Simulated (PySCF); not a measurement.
Ionisation energies (eV) were calculated with PySCF 2.14 by LDA, UHF, MP2 (valence), in another order, as differences of total energies without spin-orbit coupling. The measured values are between term centres (NIST).

```
                          species  measured       A       B       C
 B⁺ (x2c-QZVPPall, spin-free X2C)    25.155  23.449  24.560  24.472
 C⁺ (x2c-QZVPPall, spin-free X2C)    24.378  24.169  24.772  24.416
Al⁺ (x2c-QZVPPall, spin-free X2C)    18.829  17.551  18.929  18.350
Ge⁺ (x2c-QZVPPall, spin-free X2C)    15.789  15.257  15.907  15.520
 Se (x2c-QZVPPall, spin-free X2C)     9.635   8.541   9.891   9.326
Br⁺ (x2c-QZVPPall, spin-free X2C)    21.409  20.239  21.663  21.049
 Sr (x2c-QZVPPall, spin-free X2C)     5.695   4.744   5.868   5.262
 Ag (x2c-QZVPPall, spin-free X2C)     7.576   6.355   8.256   7.480
```

Task: Which column is which method?

Result: A is UHF (mean error -1.02 eV); B is LDA (mean error 0.17 eV); C is MP2 (valence) (mean error -0.32 eV). Hartree-Fock lacks the correlation of the electron removed and comes out lowest. LDA overbinds the outer electron and comes out highest. Valence MP2 in a finite basis recovers only part of the missing correlation, so it stays below experiment on average.
